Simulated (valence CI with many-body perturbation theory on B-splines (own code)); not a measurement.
Energy levels of Pm XXXI

Level of theory: relativistic CI+MBPT: three valence electrons over a frozen Dirac-Fock core [Ar] 3d10, radial functions for each j: 11 s, 11 p, 9 d, 7 f, 5 g, 2 h, 1 i, with the one-electron correlation potential Σ1 (screened to all orders), the two-electron term Σ2, the three-electron term Σ3, Breit, model QED; selected single and double excitations, second order for the rest (own B-spline code, finite nucleus).

The last digits are not significant, and no measured levels were compared; by estimate large intervals hold to a few tenths of a per cent, small ones and those within an open d or f shell to about a per cent.

Levels 46 to 71 of 71, with energies above the lowest level, (4s^2 4p1/2) J=1/2. "Leading %" is the weight of the configuration and term that name the level; weights of strongly mixed levels are sums over their largest components and can fall short. In the jj column 3d3/2^4 stands for four electrons in 3d with j = 3/2. Lifetimes count E1, E2, E3, M1 and M2 decay at the calculated energies, and are blank where another channel may lead or the interval is too uncertain; long ones can be off by a factor of two.

| No. | Configuration | Term | J | E (cm⁻¹) | Leading % | Leading jj | g | Lifetime |
| --- | --- | --- | --- | --- | --- | --- | --- | --- |
| 46 | 4p²4d | ⁴F | 3/2 | 2490700 | 36 | 4p1/2 4p3/2 4d3/2 (95 %) | 0.954 | 6.15 ps |
| 47 | 4p²4d | ²G | 7/2 | 2491800 | 41 | 4p1/2 4p3/2 4d3/2 (86 %) | 1.056 | 16.2 ps |
| 48 | 4p²4d | ⁴D | 1/2 | 2494700 | 83 | 4p1/2 4p3/2 4d3/2 (98 %) | 0.141 | 6.54 ps |
| 49 | 4p²4d | ⁴D | 7/2 | 2534900 | 42 | 4p1/2 4p3/2 4d5/2 (95 %) | 1.302 | 12.1 ps |
| 50 | 4p²4d | ²G | 9/2 | 2559700 | 54 | 4p1/2 4p3/2 4d5/2 (94 %) | 1.202 | 15.4 ps |
| 51 | 4p²4d | ⁴D | 3/2 | 2568700 | 33 | 4p1/2 4p3/2 4d5/2 (60 %) | 1.105 | 3.28 ps |
| 52 | 4p²4d | ⁴P | 5/2 | 2570000 | 32 | 4p1/2 4p3/2 4d5/2 (52 %) | 1.213 | 2.85 ps |
| 53 | 4p²4d | ⁴D | 5/2 | 2593800 | 34 | 4p1/2 4p3/2 4d5/2 (49 %) | 1.199 | 2.77 ps |
| 54 | 4p²4d | ⁴P | 3/2 | 2597000 | 47 | 4p1/2 4p3/2 4d3/2 (57 %) | 1.457 | 2.18 ps |
| 55 | 4p²4d | ⁴P | 1/2 | 2598700 | 43 | 4p1/2 4p3/2 4d3/2 (91 %) | 1.894 | 1.93 ps |
| 56 | 4p²4d | ²F | 7/2 | 2606300 | 29 | 4p1/2 4p3/2 4d5/2 (72 %) | 1.092 | 5.57 ps |
| 57 | 4p²4d | ²D | 5/2 | 2625000 | 38 | 4p1/2 4p3/2 4d5/2 (71 %) | 1.178 | 3.03 ps |
| 58 | 4p²4d | ²D | 3/2 | 2669100 | 69 | 4p1/2 4p3/2 4d5/2 (84 %) | 0.878 | 4.01 ps |
| 59 | 4p²4d | ²P | 1/2 | 2676000 | 67 | 4p1/2 4p3/2 4d5/2 (90 %) | 1.012 | 3.07 ps |
| 60 | 4s4p4f | ⁴G | 5/2 | 2697700 | 72 | 4s 4p1/2 4f5/2 (87 %) | 0.691 | 4.01 ps |
| 61 | 4s4p4f | ⁴G | 7/2 | 2710300 | 51 | 4s 4p1/2 4f7/2 (56 %) | 1.080 | 4.94 ps |
| 62 | 4s4p4f | ⁴F | 9/2 | 2730900 | 32 | 4s 4p1/2 4f7/2 (81 %) | 1.205 | 10.0 ps |
| 63 | 4s4p4f | ⁴F | 3/2 | 2731800 | 58 | 4s 4p1/2 4f5/2 (80 %) | 0.572 | 4.98 ps |
| 64 | 4s4p4f | ⁴F | 5/2 | 2736700 | 34 | 4s 4p1/2 4f5/2 (55 %) | 1.083 | 4.62 ps |
| 65 | 4s4p4f | ⁴D | 7/2 | 2739400 | 43 | 4s 4p1/2 4f7/2 (66 %) | 1.249 | 3.95 ps |
| 66 | 4s4p4f | ²G | 7/2 | 2790700 | 31 | 4s 4p1/2 4f7/2 (39 %) | 1.039 | 6.60 ps |
| 67 | 4p²4d | ²P | 1/2 | 2801500 | 55 | 4p3/2^2 4d3/2 (61 %) | 1.066 | 2.67 ps |
| 68 | 4p²4d | ⁴D | 7/2 | 2804700 | 39 | 4p3/2^2 4d5/2 (63 %) | 1.227 | 5.30 ps |
| 69 | 4p²4d | ²D | 3/2 | 2806900 | 30 | 4p3/2^2 4d3/2 (84 %) | 1.153 | 2.04 ps |
| 70 | 4p²4d | ⁴P | 5/2 | 2807400 | 18 | 4p3/2^2 4d3/2 (61 %) | 1.180 | 2.06 ps |
| 71 | 4p²4d | ⁴F | 9/2 | 2816900 | 54 | 4p3/2^2 4d5/2 (81 %) | 1.234 | 5.65 ps |
